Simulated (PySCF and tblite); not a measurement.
Results of a calculation; reference values are marked as such.
System: C4H7FS2, numbered as in [CH3:1]/[CH:2]=[CH:3]/[S:4][S:5][CH2:6][F:7].

Motion: rotation about the S4–S5 bond (torsion C3–S4–S5–C6 from 89° to 271°, rising). GFN2-xTB gives an electronic barrier of 3.9 kcal/mol and a reaction energy of -0.8 kcal/mol.

(1) What does PBE0/pcSseg-1 + D3(BJ) give on GFN2-xTB geometries?

Programs: tblite and PySCF.

## Answers

(1) A barrier of 6.7 kcal/mol, 2.8 above the tight-binding barrier (from unrounded values), a reaction energy of -1.0 kcal/mol and, with GFN2-xTB thermal terms, ΔG‡(298 K) = 7.2 kcal/mol and k = 3×10⁷ s⁻¹ (1 equivalent path).
